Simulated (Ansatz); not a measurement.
Molecule: Si2F6, charge 0, multiplicity 1. SMILES: F[Si](F)(F)[Si](F)(F)F
Coordinates optimised at B3LYP-D3(BJ)/def2-TZVP (Ansatz, a program for electronic structure):
```xyz
8

F      1.6046    -1.5923    -0.2008
Si     1.1619    -0.0853    -0.0296
F      1.7497     0.7453    -1.2384
F      1.7944     0.4691     1.3079
Si    -1.1619     0.0853     0.0296
F     -1.6044     1.5910     0.2126
F     -1.7937    -0.4583    -1.3127
F     -1.7506    -0.7548     1.2313
```
Charge 0, spin multiplicity 1.

Computed values are from Ansatz. Valence correlation only, unless marked. Open shells are spin-unrestricted. No spin-orbit coupling. No relativistic terms. CBS(X,Y): correlation extrapolated as X^-3; Hartree-Fock from the larger set.

atomisation energy De: 3785.1 kJ/mol at CCSD(T)/CBS(cc-pV(T+d)Z,cc-pV(Q+d)Z)
total energy: -1177.3172 Eh at CCSD(T)/CBS(cc-pV(T+d)Z,cc-pV(Q+d)Z)
dipole moment: 0.00 D at CCSD(T)/aug-cc-pV(D+d)Z
T1 diagnostic: 0.012 at CCSD/cc-pV(Q+d)Z
